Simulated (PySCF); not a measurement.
H3S, charge +1. Atoms are numbered in the order given.

```xyz
4

S      0.0000     0.0000     0.1143
H      0.9950    -0.5745    -0.6098
H     -0.9950    -0.5745    -0.6098
H      0.0000     1.1489    -0.6098
```
Charge +1, spin multiplicity 1.

The structure is a stationary point at B3LYP-D3(BJ)/def2-TZVPD. The isomer is the one that the SMILES or the coordinates give; other isomers of the formula were not compared.

Computed with PBE0/pcSseg-2 run with PySCF.

GIAO shieldings, no solvent; atoms alike by connectivity are averaged. δ = σ(ref) − σ: ³³S against H2S (σ = 711.3 ppm); ¹H against TMS (σ = 31.54 ppm), references at their B3LYP-D3(BJ)/def2-TZVP geometries, non-relativistic.

```
nucleus       atoms  count  δ (ppm)
-------  ----------  -----  -------
³³S              S1      1     84.2
¹H       H2, H3, H4      3     5.96
```
